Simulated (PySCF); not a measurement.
## Electron correlation in Ti²⁺ (titanium, charge +2)

[Ar] 3d1 4p1, one real determinant (an excited configuration). Calculation: PySCF 2.14, in x2c-TZVPPall with one added diffuse shell each of s, p, d, f type (7s6p5d3f1g, 80 functions); the spin-free X2C one-electron Hamiltonian (Gaussian nucleus). Frozen: [Ar]; 2 electrons correlated.

Total MP2 correlation energy: -1.95 mhartree.

Same-spin part -1.95 and opposite-spin part 0.00 mhartree; SCS-MP2 scales them by 1/3 and 6/5 to -0.65 mhartree.

The reference is one real determinant that mixes LS terms of this configuration.
